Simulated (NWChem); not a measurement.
C2H6Si, singlet; SMILES C[Si]C

Results from NWChem. Pople sets run with spherical d functions. Low-valent species are run as closed-shell singlets; no triplet was tried in these runs. All runs use the structure optimised with PBE0/def2-SVP. Level: M05-2X/6-31G* with SMD (1 M gas to 1 M solution), gas-phase geometry. Reactions with the solvent are ignored.

Task: What does the run give for solvent methanol? Quantities: solvation free energy (kcal/mol); cavity-dispersion-structure term (kcal/mol); dipole in solution (D).

Result: solvation free energy (kcal/mol): -3.2
cavity-dispersion-structure term (kcal/mol): -0.1
dipole in solution (D): 2.05
